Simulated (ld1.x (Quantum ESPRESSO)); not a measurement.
**Reading a pseudo-wave (Pt)**

Columns: radius, all-electron u(r) and pseudo u(r) of the 5d shell (level -6.76 eV) of platinum in the configuration [Kr] 4d10 4f14 5s2 5p6 5d9 6s0.75 6p0.25; PW91, scalar-relativistic, RRKJ scheme, ld1.x (Quantum ESPRESSO) 7.5.

| r (bohr) | all-electron | pseudo |
| --- | --- | --- |
| 0.158 | 0.1572 | 0.0036 |
| 0.316 | -0.3706 | 0.0279 |
| 0.474 | -0.2445 | 0.0879 |
| 0.632 | 0.1502 | 0.1887 |
| 0.790 | 0.4921 | 0.3245 |
| 0.948 | 0.7073 | 0.4794 |
| 1.106 | 0.8112 | 0.6317 |
| 1.264 | 0.8384 | 0.7590 |
| 1.422 | 0.8188 | 0.8438 |
| 1.580 | 0.7736 | 0.8771 |
| 1.738 | 0.7162 | 0.8595 |
| 1.896 | 0.6545 | 0.8008 |
| 2.054 | 0.5931 | 0.7161 |
| 2.212 | 0.5344 | 0.6218 |
| 2.370 | 0.4798 | 0.5317 |
| 2.528 | 0.4296 | 0.4545 |
| 2.686 | 0.3839 | 0.3927 |
| 2.844 | 0.3426 | 0.3445 |
| 3.002 | 0.3055 | 0.3057 |
| 3.160 | 0.2723 | 0.2723 |
| 3.318 | 0.2425 | 0.2425 |
| 3.476 | 0.2159 | 0.2159 |
| 3.634 | 0.1922 | 0.1922 |
| 3.792 | 0.1710 | 0.1710 |
| 3.950 | 0.1523 | 0.1523 |
| 4.108 | 0.1356 | 0.1356 |

**Question.** How many radial nodes do the two functions have?

**Answer.** The all-electron 5d function has n − l − 1 = 2; the pseudo-wave has 0, since the states of the same l below it are removed with the core.

**Question.** At about which radius was the pseudo-wave matched?

**Answer.** 3.16 bohr. The columns agree to 0.0005 from 3.00 bohr on; several derivatives are matched, so the curves merge somewhat inside the radius.

**Question.** Where does each function peak?

**Answer.** Outermost all-electron maximum near 1.26 bohr, pseudo maximum near 1.58 bohr (to the table’s step).

**Question.** Is the pseudo-wave norm-conserving?

**Answer.** Yes: the RRKJ scheme keeps the norm inside the radius equal to the all-electron one, which fixes the energy derivative of the logarithmic derivative at the level.
